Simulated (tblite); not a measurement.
Run record: tight-binding relaxation, `CCB(C)N`.

Computed with GFN2-xTB geometry optimisation, gas phase (tblite 0.8.0). Start geometry: from a force field or distance geometry. The command runs a driver script over a list of jobs; the input below is this job's line of settings and its coordinates in Å.

Command:
```bash
OMP_NUM_THREADS=1 python probes_run.py task.json out
```

Input:
```
{"job": {"kind": "relax", "xc": "GFN2-xTB", "basis": "xTB"}, "charge": 0, "multiplicity": 1}
C      2.068100     0.355400    -0.310300
C      0.897900    -0.466900     0.181800
B     -0.493400     0.122400    -0.271700
C     -1.698700    -0.928100    -0.181700
N     -0.935900     1.523300     0.190100
H      2.443800    -0.023300    -1.267400
H      2.896000     0.269200     0.419300
H      1.809300     1.446700    -0.363600
H      0.984700    -1.466400    -0.317300
H      0.904200    -0.577000     1.310700
H     -2.673100    -0.446200    -0.315100
H     -1.526000    -1.768900    -0.867000
H     -1.667300    -1.249100     0.911300
H     -1.827200     1.689300    -0.351000
H     -1.186700     1.527600     1.210000
```

Output:
```
step      E/eV     max force
  0    -425.29670    3.457
  1    -425.63686    2.316
  2    -425.87458    1.283
  3    -425.92912    0.685
  4    -425.98114    0.648
  5    -426.00837    0.650
  6    -426.09106    0.960
  7    -426.15887    0.914
  8    -426.24558    0.994
  9    -426.32603    0.910
... (134 lines left out)
144    -427.06777    0.024
145    -427.06789    0.028
146    -427.06801    0.026
147    -427.06811    0.025
148    -427.06817    0.021
149    -427.06824    0.019
150    -427.06832    0.015
151    -427.06838    0.014
152    -427.06841    0.015
153    -427.06842    0.010
```

«max force» is the largest atomic force in eV/Å.

Question: From which step on does the largest force stay under 0.1 eV/Å, and how much energy is left to gain from there?

Answer: From step 134 (0.034 eV/Å), 3.6 meV above the end.

Summary of the converged run: energy lowered by 40.9 kcal/mol over 153 steps; largest atomic force 0.010 eV/Å at the end.

Question: Where do the atoms end?

Answer: 0.836 Å rms from the input after alignment:
```
atom  x, y, z in Å
C1     1.9829    0.5259    0.0730
C2     0.8799   -0.5213    0.2316
B3    -0.6107   -0.0292   -0.0510
C4    -1.8264   -1.0525    0.0453
N5    -0.8721    1.2875   -0.3856
H6     1.9995    0.9159   -0.9434
H7     2.9616    0.0967    0.2834
H8     1.8273    1.3563    0.7598
H9     1.1059   -1.3653   -0.4260
H10    0.9305   -0.9257    1.2465
H11   -2.6048   -0.6864    0.7123
H12   -2.2936   -1.1931   -0.9281
H13   -1.5272   -2.0342    0.4022
H14   -1.7965    1.6398   -0.5694
H15   -0.1609    1.9934   -0.4727
```

Question: Estimate the wall time. Hardware: one thread, Intel Xeon at 2.50 GHz (x86_64), shared host.

Answer: About 1.7 s.
Labels such as C1 count atoms from 1, the log's own numbers from 0.
